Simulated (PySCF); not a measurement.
C₂Cl₃, SMILES ClC(Cl)=[C]Cl, multiplicity 2. Atoms are numbered in the order given.

```xyz
5

Cl    -0.3536     2.3463     0.0000
C     -0.7651     0.7315     0.0000
C     -0.1152    -0.4192     0.0000
Cl     1.6286    -0.5241     0.0000
Cl    -0.9644    -1.9325     0.0000
```
Charge 0, spin multiplicity 2.

Geometry optimised at B3LYP-D3(BJ)/def2-SVP. The isomer is the one that the SMILES or the coordinates give; other isomers of the formula were not compared.

Method: PySCF with PBE/def2-TZVP.

Atomic charges (e):

```csv
atom,meta-Löwdin,Löwdin,Mulliken spin
Cl1,0.14,0.52,0.15
C2,-0.11,-0.48,0.82
C3,-0.05,-0.86,-0.06
Cl4,0.00,0.40,0.07
Cl5,0.02,0.42,0.01
```

Computed Mayer and Wiberg (Löwdin basis) orders of the bonds:
```tsv
bond	Mayer	Wiberg
Cl1–C2	1.33	2.05
C2–C3	1.79	2.22
C3–Cl4	1.14	1.71
C3–Cl5	1.13	1.73
```
